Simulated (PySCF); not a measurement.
**Mo: excitation energy**

Mo [Kr] 4d5 5s1 (7S) → Mo [Kr] 4d4 5s1 6s1 (7D), as a difference of total energies. All numbers are calculated (PySCF 2.14, scalar relativity by spin-free X2C-1e, in aug-cc-pVTZ-DK (9s8p6d3f2g, 102 functions)). Correlated levels: valence: [Kr] frozen. The calculations carry no spin-orbit coupling.

| method | excitation energy (eV) |
| --- | --- |
| UHF | 5.421 |
| LDA | 6.641 |
| PBE | 6.428 |
| PBE0 | 6.311 |
| r2SCAN | 6.506 |
| BP86 | 6.490 |
| r2SCANh | 6.463 |
| wB97M-V | 6.170 |
| MP2 (valence) | 6.088 |
| SCS-MP2 (valence) | 5.644 |

**Question.** How much does correlation contribute at MP2 (valence)?

**Answer.** 6.088 − (5.421) = 0.667 eV, measured against UHF.

A first-order spin-orbit estimate (lowest level to lowest level, LS coupling) adds -0.120 eV.

The promoted electron is Rydberg-like, and one or two diffuse shells describe it only roughly, which tends to raise the upper state.
